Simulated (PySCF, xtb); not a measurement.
2-methylbut-2-ene (C5H10), SMILES CC=C(C)C.

Harmonic wavenumbers (cm⁻¹) from GFN2-xTB run with xtb at its own minimum, in rising order: 22, 68, 137, 247, 295, 384, 432, 515, 817, 819, 972, 996, 999, 1031, 1060, 1086, 1145, 1222, 1343, 1399, 1409, 1414, 1474, 1482, 1483, 1491, 1494, 1497, 1758, 2989, 2993, 2996, 3005, 3006, 3013, 3035, 3045, 3058, 3069.

What does PySCF with B3LYP-D3(BJ)/def2-SVP give at its own minimum? (An estimate is asked for; the answer gives what the named calculation found.)

122, 150, 184, 266, 297, 387, 456, 528, 780, 827, 955, 965, 1004, 1050, 1064, 1091, 1130, 1237, 1351, 1395, 1403, 1406, 1444, 1451, 1455, 1463, 1467, 1469, 1756, 3006, 3013, 3015, 3063, 3067, 3068, 3116, 3120, 3132, 3142. Paired by order, the mean absolute difference is 30 cm⁻¹ and the zero-point energies are 83.9 and 84.8 kcal/mol.
